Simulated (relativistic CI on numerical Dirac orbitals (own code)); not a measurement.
Ni⁴⁺ in a cubic cluster: 1s photoemission with charge transfer

Computed with a charge-transfer multiplet model of a cubic metal-ligand cluster with up to 3 ligand holes, Slater and spin-orbit integrals from Dirac-Coulomb-Breit ions, Slater integrals scaled by 0.8. The ground state mixes d6 with configurations of k ligand holes L, whose averages lie at kΔ + k(k − 1)U_dd/2; a core hole lowers each added d electron by U_cd. 300 K, Lorentzian 1.1 eV and Gaussian 0.6 eV FWHM.

Atomic integrals in eV (Slater integrals scaled, ζ unscaled), ground: F2dd 11.354, F4dd 7.124, zeta_d 0.099; with the core hole: F2dd 12.615, F4dd 7.944, zeta_d 0.134, G2cd 0.078.

Cluster parameters (eV): Δ = 1.7, U_dd = 7.5, U_cd = 8.9, 10Dq(ligand) = 1.3, V(eg) = 3.75, V(t2g) = -1.69, final-state hopping factor = 1.

```tsv
Case	n_d	d6	d7L	d8L2	d9L3	S
10Dq = 0.8 eV	6.85	0.32	0.52	0.15	0.01	0.07
10Dq = 1.1 eV	6.83	0.33	0.52	0.14	0.01	0.04
10Dq = 1.4 eV	6.82	0.34	0.52	0.14	0.01	0.03
10Dq = 1.7 eV	6.81	0.34	0.51	0.14	0.01	0.02
10Dq = 2.3 eV	6.78	0.36	0.51	0.13	0.01	0.01
```

Weights, n_d and S are thermal averages at 300 K. Binding energies count from the first peak over 30 % of the highest in each spectrum, which can be another peak from case to case. The parameters are a model scan and need not match a compound or its usual spin state. Peaks in eV (height, largest 100):
- 10Dq = 0.8 eV: 0.0 (100), 11.8 (13), 13.2 (18)
- 10Dq = 1.1 eV: 0.0 (100), 11.9 (15), 13.3 (16)
- 10Dq = 1.4 eV: 0.0 (100), 11.9 (17), 13.3 (15)
- 10Dq = 1.7 eV: 0.0 (100), 12.0 (18), 13.3 (13)
- 10Dq = 2.3 eV: 0.0 (100), 12.0 (20)

Curve for 10Dq = 1.1 eV (points under 2 left out, the grid thinned):

E (eV), Intensity and a bar:
```
     -3.5        2.9 
     -3.2        3.5 
     -2.8        4.5 #
     -2.5        5.6 #
     -2.2        7.2 ##
     -1.8       10.7 ###
     -1.5       15.1 ####
     -1.2       22.6 #######
     -0.8       42.6 #############
     -0.5       68.3 ######################
     -0.2       94.1 ##############################
      0.2       92.3 #############################
      0.5       65.7 #####################
      0.8       40.8 #############
      1.2       21.8 ######
      1.5       14.7 ####
      1.8       10.6 ###
      2.2        7.4 ##
      2.5        5.8 #
      2.8        4.6 #
      3.2        3.6 
      3.5        3.0 
      3.9        2.5 
      4.2        2.2 
      9.9        2.2 
     10.3        3.1 
     10.6        4.2 #
     10.9        6.3 #
     11.3       10.8 ###
     11.6       14.1 ####
     11.9       15.2 ####
     12.3       13.4 ####
     12.6       12.7 ###
     12.9       14.3 ####
     13.3       16.3 #####
     13.6       14.4 ####
     13.9       10.5 ###
     14.3        6.2 #
     14.6        4.3 #
     14.9        3.1 
     15.3        2.1 
     23.2        2.4 
     23.5        2.7 
     23.9        2.7 
     24.2        2.1
```

For the case 10Dq = 1.7 eV, Δ = 1.7 eV is smaller than U_dd = 7.5 eV, the charge-transfer side of the Zaanen-Sawatzky-Allen scheme. With the core hole the average of the configuration with one ligand hole lies at Δ − U_cd = -7.2 eV before mixing: the effective hopping of about 6.7 eV (from the holes of the mixed ground state) is comparable with this gap or larger, so the configurations mix strongly.
